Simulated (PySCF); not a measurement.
Species: C₂H₉BS.
Bonds: B1–S2, S2–C3, S2–C4. Hydrogens: H5, H6, H7 on B1; H8, H9, H10 on C3; H11, H12, H13 on C4.

Method used: core-valence-separated Tamm–Dancoff BHandHLYP/aug-pcX-1 (pcseg-1 on H, def2-SVPD on S) in PySCF, non-relativistic, gas phase, PBE0-D3(BJ)/def2-SVP geometry.

Computed carbon K-edge spectrum, Gaussian lines of 0.4 eV full width, highest printed point 100; it ends one width below the last computed root. The energies are unshifted.

```
photon energy (eV)  absorption
             285.0           1
             285.1           6
             285.2          20
             285.3          47
             285.4          78
             285.5          92
             285.6          77
             285.7          46
             285.8          19
             285.9           6
             286.0           2
             286.1           2
             286.2           6
             286.3          11
             286.4          15
             286.5          14
             286.6          10
             286.7           6
             286.8           9
             286.9          23
             287.0          49
             287.1          81
             287.2         100
             287.3          95
             287.4          69
             287.5          39
             287.6          17
             287.7           7
             287.8           3
```

Task: Assign the maxima to core holes.

Result: 3 maxima:
- 285.5 eV: C3/C4 (S-methyl carbon), 285.50 eV, f = 0.106, sum of 2, 100 % of the height at the exact maximum
- 286.4 eV: C3/C4 (S-methyl carbon), 286.44 eV, f = 0.018, sum of 2, 100 % of the height at the exact maximum
- 287.2 eV: C3/C4 (S-methyl carbon), 287.31 eV, f = 0.065, sum of 2, 50 % of the height at the exact maximum; C3/C4 (S-methyl carbon), 287.15 eV, f = 0.064, sum of 2, 50 % of the height at the exact maximum

Roots within 0.03 eV on the same or equivalent atoms count as one line; shares under 12 % aren't listed.

Vibrational structure and lifetime widths aren't in the curve. The ionisation threshold wasn't computed; near and above it a finite basis only mimics Rydberg series and continuum.
